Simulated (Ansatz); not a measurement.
Input for Ansatz (a first-principles code): R-PBE0/def2-TZVPP on CH4SeTe (SMILES C[Te][SeH]), a point of a torsion scan. Elements past Kr take the def2 small-core potentials; no spin–orbit coupling.

Ansatz 0.2 input:
```yaml
crystal:
  periodic: [false, false, false]
  atoms:
    - {symbol: C, position_ang: [-1.16290875, -0.12587259, -0.01237363]}
    - {symbol: Te, position_ang: [0.78111734, 0.83065759, 0.14864553]}
    - {symbol: Se, position_ang: [1.04348673, 1.28609877, -2.28071493]}
    - {symbol: H, position_ang: [-1.31064412, -0.45955435, -1.03086301]}
    - {symbol: H, position_ang: [-1.94706643, 0.56905194, 0.25731450]}
    - {symbol: H, position_ang: [-1.18658899, -0.97533617, 0.65634483]}
    - {symbol: H, position_ang: [1.74185948, 0.07888695, -2.67875607]}
basis:
  gaussian:
    orbitals: def2-TZVPP
hamiltonian:
  xc: {name: PBE0}
scf: {lower_state_search: off}
```

Program output:

```
WARN ansatz: RAYON_NUM_THREADS=1 ignored (pool sized by the plan → 1); use --threads N
Functional definition: PBE0
these checks for a lower state are left out or cut short: stability, starts, cluster_reference, orbital_swaps, neighbouring_geometries, increment
integrals: 0.10 GiB planned
1266 factors; their error is unknown
mean field: 0.95 GiB planned
mean field evaluation 1: about -73731.2639 eV, gradient 4.9e1 eV
mean field evaluation 2: about -73725.2695 eV, gradient 6.4e1 eV
mean field evaluation 4: about -73736.8609 eV, gradient 3.3e0 eV
mean field evaluation 8: about -73737.4267 eV, gradient 6.9e-1 eV
mean field evaluation 16: about -73737.4272 eV, gradient 6.6e-5 eV
mean field -73737.42718898 eV, -2709.8004681717 hartree, gradient 1.7e-6 eV, S^2 0.000000; 0 other end points of the search recorded, 0 dependent functions left out
reference -73737.42721694 eV, -2709.8004691992 hartree; 34, 34 occupied and 151, 151 virtual orbitals, 1266 factors
Total energy: -73737.42721694 eV, -2709.8004691992 hartree
Checks for a lower state left out: stability, starts, cluster_reference, orbital_swaps, neighbouring_geometries, increment
```

Self-consistency was reached.

Cost: about 5 core-seconds (a rough figure).
